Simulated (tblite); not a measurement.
C3H11O2PSi2.
Numbering: `[CH3:1][CH:2]([CH3:3])[O:4][Si@@H:5]1[O:6][SiH2:7][PH:8]1` (hydrogens: H9, H10, H11 on C1; H12 on C2; H13, H14, H15 on C3; H16 on Si5; H17, H18 on Si7; H19 on P8)

Computed with GFN2-xTB (tblite), gas phase: L-BFGS steps from a force-field or distance-geometry start until the largest atomic force falls under 0.01 eV/Å.

Step 47: E = -715.1872 eV
```
atom  x, y, z in Å  |  force x, y, z in eV/Å
C1     -1.6691   -0.0976   -1.5724   -0.014   0.014   0.001
C2     -1.4751   -0.1886   -0.0623    0.015  -0.020   0.008
C3     -2.3141    0.8314    0.6979   -0.010   0.018  -0.022
O4     -0.1278    0.0698    0.2440    0.035   0.039   0.036
Si5     1.0351   -0.8386    0.8603    0.012   0.006  -0.019
O6      2.0127    0.1919    1.6865    0.009  -0.008  -0.012
Si7     3.4014    0.3021    0.8029    0.017   0.017  -0.022
P8      2.6925   -1.3073   -0.6208   -0.011   0.026   0.053
H9     -1.1028   -0.8776   -2.0773   -0.004   0.009   0.055
H10    -1.3183    0.8675   -1.9297   -0.020   0.014   0.020
H11    -2.7220   -0.2067   -1.8155   -0.003  -0.017  -0.031
H12    -1.7253   -1.1996    0.2793   -0.025  -0.056   0.008
H13    -2.0109    1.8316    0.4011   -0.020   0.028   0.015
H14    -2.1377    0.7164    1.7651   -0.035   0.025  -0.034
H15    -3.3713    0.7004    0.4872   -0.006  -0.032   0.010
H16     0.6321   -1.8778    1.7945    0.028   0.000  -0.049
H17     3.4720    1.6827    0.3450    0.027  -0.043  -0.032
H18     4.4979   -0.1423    1.6468   -0.029  -0.024   0.028
H19     2.2209   -0.4485   -1.5999    0.035   0.004  -0.015
```

Step 48: E = -715.1883 eV
```
atom  x, y, z in Å  |  force x, y, z in eV/Å
C1     -1.6701   -0.0978   -1.5712   -0.007   0.006  -0.011
C2     -1.4747   -0.1881   -0.0614   -0.012  -0.018   0.001
C3     -2.3170    0.8301    0.6967   -0.012   0.036  -0.009
O4     -0.1290    0.0734    0.2480    0.028   0.036   0.019
Si5     1.0358   -0.8355    0.8601    0.004   0.003  -0.033
O6      2.0143    0.1963    1.6805    0.010  -0.004   0.009
Si7     3.4054    0.2970    0.7988    0.020   0.068   0.001
P8      2.6912   -1.3065   -0.6235   -0.006  -0.022   0.061
H9     -1.1039   -0.8781   -2.0751    0.017   0.006   0.044
H10    -1.3207    0.8675   -1.9287   -0.023   0.011   0.014
H11    -2.7225   -0.2111   -1.8170    0.005  -0.003  -0.009
H12    -1.7243   -1.1992    0.2792   -0.022  -0.064   0.017
H13    -2.0147    1.8313    0.4033   -0.012   0.038  -0.005
H14    -2.1406    0.7165    1.7635   -0.047   0.012  -0.013
H15    -3.3737    0.6996    0.4836   -0.005  -0.040   0.016
H16     0.6364   -1.8753    1.7943    0.025  -0.006  -0.045
H17     3.4816    1.6802    0.3483    0.029  -0.052  -0.040
H18     4.4949   -0.1469    1.6510   -0.014  -0.037   0.028
H19     2.2219   -0.4443   -1.5978    0.021   0.028  -0.047
```

Step 49: E = -715.1897 eV
```
atom  x, y, z in Å  |  force x, y, z in eV/Å
C1     -1.6730   -0.0999   -1.5706    0.006  -0.005  -0.012
C2     -1.4750   -0.1889   -0.0609   -0.038  -0.006   0.000
C3     -2.3215    0.8277    0.6941   -0.018   0.044   0.012
O4     -0.1305    0.0796    0.2508   -0.009   0.014   0.003
Si5     1.0367   -0.8274    0.8610   -0.005   0.003  -0.041
O6      2.0172    0.2063    1.6737    0.031   0.007   0.012
Si7     3.4131    0.2911    0.7956    0.026   0.104   0.040
P8      2.6855   -1.3020   -0.6280    0.002  -0.045   0.043
H9     -1.1060   -0.8804   -2.0719    0.041   0.003   0.022
H10    -1.3254    0.8663   -1.9277   -0.026   0.004   0.004
H11    -2.7245   -0.2184   -1.8194    0.018   0.013   0.019
H12    -1.7225   -1.2015    0.2792   -0.006  -0.040   0.022
H13    -2.0184    1.8302    0.4065   -0.010   0.034  -0.026
H14    -2.1485    0.7137    1.7610   -0.057   0.002   0.006
H15    -3.3777    0.6981    0.4762    0.007  -0.043   0.021
H16     0.6445   -1.8670    1.7985    0.018  -0.009  -0.045
H17     3.5064    1.6770    0.3530    0.026  -0.076  -0.038
H18     4.4925   -0.1647    1.6560   -0.026  -0.034   0.011
H19     2.2174   -0.4306   -1.5943    0.020   0.029  -0.053
```

Step 50: E = -715.1912 eV
```
atom  x, y, z in Å  |  force x, y, z in eV/Å
C1     -1.6754   -0.1013   -1.5693    0.022  -0.017  -0.001
C2     -1.4753   -0.1890   -0.0597   -0.061   0.010   0.004
C3     -2.3264    0.8267    0.6917   -0.016   0.035   0.026
O4     -0.1314    0.0873    0.2532   -0.053  -0.013  -0.008
Si5     1.0373   -0.8201    0.8604   -0.015   0.014  -0.053
O6      2.0209    0.2123    1.6692    0.022   0.026   0.026
Si7     3.4186    0.2868    0.7933    0.023   0.087   0.058
P8      2.6802   -1.2988   -0.6305    0.026  -0.063   0.012
H9     -1.1063   -0.8820   -2.0665    0.062   0.002  -0.008
H10    -1.3299    0.8661   -1.9249   -0.028  -0.004  -0.012
H11    -2.7259   -0.2252   -1.8217    0.029   0.026   0.042
H12    -1.7201   -1.2036    0.2802    0.011   0.001   0.025
H13    -2.0239    1.8308    0.4088   -0.009   0.024  -0.045
H14    -2.1565    0.7128    1.7585   -0.060  -0.005   0.036
H15    -3.3816    0.6951    0.4705    0.009  -0.040   0.019
H16     0.6526   -1.8614    1.7976    0.004  -0.021  -0.032
H17     3.5275    1.6711    0.3551    0.021  -0.045  -0.052
H18     4.4875   -0.1769    1.6608   -0.004  -0.045   0.017
H19     2.2183   -0.4215   -1.5941    0.016   0.028  -0.055
```

Q: Estimate the geometry and energy of step 51. (The exact step hangs on the optimiser's Hessian estimate; all steps are aligned on step 50, rigid shifts and turns removed.)

A: E = -715.1929 eV, largest force 0.093 eV/Å
```
atom  x, y, z in Å  |  force x, y, z in eV/Å
C1     -1.6787   -0.1048   -1.5684    0.035  -0.023   0.013
C2     -1.4768   -0.1896   -0.0588   -0.059   0.022   0.015
C3     -2.3329    0.8249    0.6890   -0.017   0.016   0.037
O4     -0.1336    0.0968    0.2537   -0.086  -0.035  -0.009
Si5     1.0376   -0.8081    0.8601   -0.015   0.025  -0.050
O6      2.0258    0.2234    1.6646    0.015   0.039   0.018
Si7     3.4273    0.2827    0.7930    0.014   0.035   0.066
P8      2.6714   -1.2932   -0.6347    0.050  -0.031  -0.027
H9     -1.1062   -0.8854   -2.0611    0.075   0.007  -0.033
H10    -1.3364    0.8642   -1.9228   -0.026  -0.013  -0.028
H11    -2.7280   -0.2339   -1.8232    0.033   0.032   0.057
H12    -1.7156   -1.2066    0.2817    0.019   0.046   0.027
H13    -2.0293    1.8307    0.4113   -0.016   0.001  -0.052
H14    -2.1696    0.7086    1.7562   -0.059  -0.003   0.049
H15    -3.3865    0.6911    0.4616    0.010  -0.029   0.018
H16     0.6626   -1.8503    1.7995   -0.011  -0.025  -0.025
H17     3.5611    1.6643    0.3584    0.013  -0.022  -0.057
H18     4.4836   -0.2011    1.6653   -0.001  -0.041   0.012
H19     2.2147   -0.4045   -1.5930    0.025   0.001  -0.030
```

The energy changes by -0.0017 eV. The first-order estimate −F·Δx gives -0.0023 eV and the mean of the old and new forces, exact on a quadratic surface, -0.0017 eV. The step makes an angle of 81° with the force vector and moves no atom by more than 0.034 Å.

What follows is the cost of the whole relaxation. Hardware: an Intel Xeon at 2.50 GHz with one thread, shared host with 64 logical CPUs at a one-minute load of 22. Cost: 12 s wall, 6.3 s CPU.
